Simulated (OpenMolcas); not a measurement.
# Ionisation energies of ruthenium

```json
{
  "Program": "OpenMolcas",
  "Basis": "ANO-RCC-VDZP [6s5p3d1f]",
  "Scalar Hamiltonian": "DKH2, point nucleus",
  "Spin-orbit coupling": "RASSI with atomic mean-field integrals over the reference wave functions, term energies averaged over their components"
}
```

Active shells in each charge state: the valence d shell, with orbitals averaged over the low states. Where CASPT2's correlated closed shells are named, they are those of the first ion.

A. CASSCF
B. SS-CASPT2, IPEA 0.25 Eh, imaginary shift 0.1 Eh (closed shells correlated: 4s 4p)
C. SS-CASPT2, IPEA 0.25 Eh, imaginary shift 0.1 Eh (closed shells correlated: none)
D. SS-CASPT2, IPEA 0.25 Eh, imaginary shift 0.1 Eh (closed shells correlated: 3d 4s 4p)
E. SS-CASPT2, IPEA 0 Eh, imaginary shift 0.1 Eh (closed shells correlated: 4s 4p)

Energies in eV between the lowest computed levels, named as in B; reference values from the NIST Atomic Spectra Database with their kind.

| From | To | A | B | C | D | E | Spin-orbit share in B | Reference |
| --- | --- | --- | --- | --- | --- | --- | --- | --- |
| Ru2+ 4d⁶ ⁵D₄ | Ru3+ 4d⁵ ⁶S_5/2 | 26.654 | 27.919 | 27.731 | 27.924 | 27.887 | +0.136 | 28.470 (semi-empirical) |
| Ru3+ 4d⁵ ⁶S_5/2 | Ru4+ 4d⁴ ⁵D₀ | 44.733 | 45.455 | 45.371 | 45.442 | 45.548 | -0.255 | 45.000 (theoretical) |
| Ru4+ 4d⁴ ⁵D₀ | Ru5+ 4d³ ⁴F_3/2 | 59.228 | 59.854 | 59.703 | 59.838 | 59.928 | -0.110 | 59.000 (theoretical) |
| Ru5+ 4d³ ⁴F_3/2 | Ru6+ 4d² ³F₂ | 75.807 | 76.274 | 76.069 | 76.252 | 76.343 | -0.066 | 76.000 (theoretical) |
| Ru6+ 4d² ³F₂ | Ru7+ 4d ²D_3/2 | 93.418 | 93.797 | 93.503 | 93.771 | 93.857 | +0.135 | 93.000 (theoretical) |
| Ru7+ 4d ²D_3/2 | Ru8+ 4p⁶ ¹S₀ | 110.455 | 110.860 | 110.455 | 110.832 | 110.914 | +0.296 | 110.000 (theoretical) |

The lowest level within the active space need not be the ion's true ground level.
